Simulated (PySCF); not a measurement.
2H-1,3,5-oxadiazine (C₃H₄N₂O), SMILES C1=NC=NCO1. Atoms are numbered in the order given.

```xyz
10

C     -0.9151    -0.9441    -0.0202
N     -1.3820     0.2239    -0.2613
C     -0.4495     1.2628    -0.1034
N      0.8101     1.1361     0.0550
C      1.3308    -0.1957     0.0315
O      0.3454    -1.2459     0.2821
H     -1.5642    -1.8302    -0.0097
H     -0.8819     2.2719    -0.1062
H      2.0966    -0.3289     0.8094
H      1.7931    -0.4036    -0.9531
```
Charge 0, spin multiplicity 1.

Geometry: B3LYP-D3(BJ)/def2-SVP. The values are those of a single conformer.

Two levels are set side by side: PBE/pcSseg-1 (PySCF) and PBE0/pcSseg-1 (PySCF). GIAO shifts against H2O (¹⁷O), NH3 (¹⁵N), TMS (¹H), TMS (¹³C) at the same level; non-relativistic, no solvent, atoms listed together averaged. Differences are taken from unrounded values.

```tsv
quantity	PBE0
δ(¹³C) of C1 (ppm)	168.1
δ(¹⁵N) of N2 (ppm)	262.2
δ(¹³C) of C3 (ppm)	161.5
δ(¹⁵N) of N4 (ppm)	298.2
δ(¹³C) of C5 (ppm)	84.8
δ(¹⁷O) of O6 (ppm)	159.4
δ(¹H) of H7 (ppm)	7.25
δ(¹H) of H8 (ppm)	7.57
δ(¹H) of H9, H10 (ppm)	6.08
```

Q: What does PBE give, and how far is it from PBE0? (Estimate from the structure and the level; the computed values follow.)

A: 
```
quantity                  PBE  PBE minus PBE0
----------------------  -----  --------------
δ(¹³C) of C1 (ppm)      164.0            -4.1
δ(¹⁵N) of N2 (ppm)      266.3             4.1
δ(¹³C) of C3 (ppm)      158.7            -2.7
δ(¹⁵N) of N4 (ppm)      300.1             1.9
δ(¹³C) of C5 (ppm)       87.6             2.8
δ(¹⁷O) of O6 (ppm)      174.3            14.8
δ(¹H) of H7 (ppm)        7.16           -0.09
δ(¹H) of H8 (ppm)        7.50           -0.06
δ(¹H) of H9, H10 (ppm)   6.26            0.19
```

Rough cost on one machine, each run with all the roots and properties that it gave: PBE0 against PBE within a factor of 2.
